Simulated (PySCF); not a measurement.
C7H11N2 (charge +1).
Structure used (PBE0-D3(BJ)/def2-SVP), in Å, numbered top down from 1:
```
atom  x, y, z in Å
C1     3.2201    0.4987   -0.7423
N2     2.3175   -0.1366    0.1810
C3     0.9739   -0.1268    0.0665
C4     0.3223    0.5282   -1.0073
C5    -1.0597    0.5254   -1.1049
C6    -1.8166   -0.1322   -0.1414
N7    -3.2852   -0.1055   -0.2309
C8    -1.2091   -0.7876    0.9299
C9     0.1677   -0.7860    1.0301
H10    3.0493    1.5870   -0.7999
H11    3.1332    0.0777   -1.7585
H12    4.2500    0.3397   -0.4011
H13    2.7141   -0.6288    0.9693
H14    0.9040    1.0400   -1.7732
H15   -1.5343    1.0407   -1.9456
H16   -3.7104    0.6311    0.3524
H17   -3.5941    0.0610   -1.1970
H18   -3.7002   -0.9994    0.0633
H19   -1.8006   -1.3051    1.6907
H20    0.6440   -1.3047    1.8651
```

Computed with PySCF at CAM-B3LYP/def2-SVPD, non-relativistic, on one gas-phase PBE0-D3(BJ)/def2-SVP geometry that isn't relaxed in the solvent. The solvent is an IEF-PCM continuum (cavity from Bondi-type radii × 1.2), and excitations are vertical TDDFT with non-equilibrium linear response and a frozen core. The model holds no explicit solvent molecules, cavitation or dispersion.

```
run  E − E(gas) (kcal/mol)  HOMO (eV)  HOMO–LUMO gap (eV)  lowest singlet (eV)  static polarisability (au)
gas                   0.00     -10.72                7.06                 4.46                        98.4
  P                 -49.83      -7.80                7.55                 4.49                       123.9
  Q                 -64.12      -7.13                7.59                 4.52                       137.1
```

Task: The runs were made in chloroform and water. Which run belongs to which solvent?

Result: P = chloroform, Q = water. The dielectric constants are 4.711 (chloroform), 78.36 (water), and the energy falls further as ε rises. The optical constants n² used for the excitations are 2.09, 1.78 in the same order. In this model the ground state sees the solvent through ε alone.

Task: How constant is the ratio of the lowering to 1 − 1/ε?

Result: 
```tsv
solvent	1 − 1/ε	E − E(gas) (kcal/mol)	ratio (kcal/mol)	polarisation term (kcal/mol)
chloroform	0.788	-49.83	-63.3	-51.79
water	0.987	-64.12	-65.0	-68.07
```

The ratio changes by +2.7 % in size from chloroform to water. The polarisation term is half the interaction of the solute with the induced surface charges.

Time: 50 s of wall time; peak memory 1.4 GiB. Hardware: Intel Xeon 6975P-C, one thread, no GPU, shared host with 192 logical CPUs at a one-minute load of 51. This is the whole response run at CAM-B3LYP/def2-SVPD in water, SCF included.
